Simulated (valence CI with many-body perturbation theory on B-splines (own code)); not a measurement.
## La⁴⁴⁺: key properties

Calculated by valence CI with perturbative core correlation (CI+MBPT): three valence electrons over a frozen Dirac-Fock core [Ne], radial functions for each j: 11 s, 11 p, 10 d, 8 f, 5 g, 2 h, with the one-electron correlation potential Σ1 (screened to all orders), the two-electron term Σ2, the three-electron term Σ3, Breit, model QED; selected single and double excitations, second order for the rest, scaled by the run's own slope (own B-spline code, finite nucleus).

The last digits are not significant, and no measured levels were compared; by estimate large intervals hold to a few tenths of a per cent, small ones and those within an open d or f shell to about a per cent.

Levels are named by their leading jj configuration (3d3/2^4 stands for four electrons in 3d with j = 3/2), which in mixed levels can hold well under half, so a name can repeat and another be missing.

Rates and lifetimes use the calculated energies. Strong lines usually hold to 10 to 20 %, long lifetimes can be off by a factor of two.

Task: What is the ground level?

Result: (3s^2 3p1/2) J=1/2, composition 99 % 3s2.3p 2P°, g = 0.656.

Task: Where does the other parity begin?

Result: At (3s 3p1/2^2) J=1/2, 110.5 eV.

Task: What is the ionisation energy?

Result: 3517 eV; NIST lists 3515 ± 4 eV (theoretical).

Task: Name the longest-lived excited levels whose lifetime is computed, and their main decay.

Result: (3s 3p3/2 3d5/2) J=9/2 at 478.1 eV lives 210 ns, mostly by M1 to (3s 3p1/2 3d5/2) J=7/2; (3s^2 3p3/2) J=3/2 at 106.3 eV lives 177 ns, mostly by M1 to (3s^2 3p1/2) J=1/2; (3s 3p1/2 3p3/2) J=3/2 at 197.4 eV lives 551 ps, mostly by E1 to (3s^2 3p1/2) J=1/2.

Task: Among levels below 1723.6 eV, which E1 lines absorb most strongly from the ground level?

Result: to (3s 3p1/2 4p1/2) J=3/2 at 0.7235 nm, f = 0.505; to (3s^2 3d3/2) J=3/2 at 4.545 nm, f = 0.362; to (3s 3p1/2 3p3/2) J=1/2 at 5.296 nm, f = 0.183.

Task: How well does LS coupling describe the low levels?

Result: Among the lowest 20 levels the leading LS term, summed over configurations, holds 67 % on average. For single configurations the figures are 64 % in LS and 91 % in jj coupling. Terms mix most in the J = 5/2 level at 385.7 eV, where the leading one holds 37 %.
